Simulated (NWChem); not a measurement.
Species: Sr

Program: NWChem. def2 effective core potentials on Sr; no spin-orbit coupling. Ions are spin-unrestricted doublets at the neutral geometry; other ion states weren't tried. Functional: LC-ωPBE (HJS hole) with def2-SVP; rows give the range parameter ω in 1/bohr.

At which range parameter does −ε(HOMO) equal the ΔSCF ionisation energy (optimal tuning)?

about 0.40 per bohr, by linear interpolation in these runs:
| range parameter (1/bohr) | vertical ionisation energy, ΔSCF (eV) | −ε(HOMO) (eV) | ΔSCF minus −ε(HOMO) (eV) |
|---|---|---|---|
| 0.05 | 5.70 | 4.26 | 1.44 |
| 0.10 | 5.68 | 4.84 | 0.84 |
| 0.15 | 5.64 | 5.20 | 0.44 |
| 0.50 | 5.39 | 5.57 | -0.18 |
| 0.60 | 5.38 | 5.57 | -0.19 |
